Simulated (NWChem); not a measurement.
NH$_{3}$SeO; SMILES [Se](O)N

```xyz
6

Se     0.4125    -0.0086    -0.0337
O     -0.6430    -1.5243    -0.1078
H     -0.8007    -1.7798     0.8172
N     -0.7424     1.4134     0.0084
H     -1.3140     1.4614     0.8469
H     -1.3147     1.4908    -0.8278
```
Atoms are numbered in this order, from 1.

Computed with NWChem. Coordinates come from a B3LYP/6-31G* (spherical d) optimisation. GIAO values for the isolated, static molecule; σ is the absolute isotropic shielding, δ = σ(reference) − σ with the isolated reference molecule computed at the same levels (1H: tetramethylsilane, 15N: ammonia, 17O: water). Spin-orbit effects, on the heavy nuclei and on their neighbours, are missing.

```tsv
level	σ Se1 (ppm)	δ O2 (ppm)	δ H3 (ppm)	δ N4 (ppm)	δ H5 (ppm)	δ H6 (ppm)
KT2/pcSseg-1	138.0	99.3	4.20	93.5	3.94	4.26
PBE/pcSseg-1	54.5	102.6	4.14	98.2	3.90	4.20
LDA (Slater exchange, VWN5)/pcSseg-1	___	___	___	___	___	___
```

### Question
Fill in the missing entries.

### Answer

- LDA (Slater exchange, VWN5)/pcSseg-1, σ Se1 (ppm): -41.0
- LDA (Slater exchange, VWN5)/pcSseg-1, δ O2 (ppm): 107.0
- LDA (Slater exchange, VWN5)/pcSseg-1, δ H3 (ppm): 4.50
- LDA (Slater exchange, VWN5)/pcSseg-1, δ N4 (ppm): 106.4
- LDA (Slater exchange, VWN5)/pcSseg-1, δ H5 (ppm): 4.05
- LDA (Slater exchange, VWN5)/pcSseg-1, δ H6 (ppm): 4.34
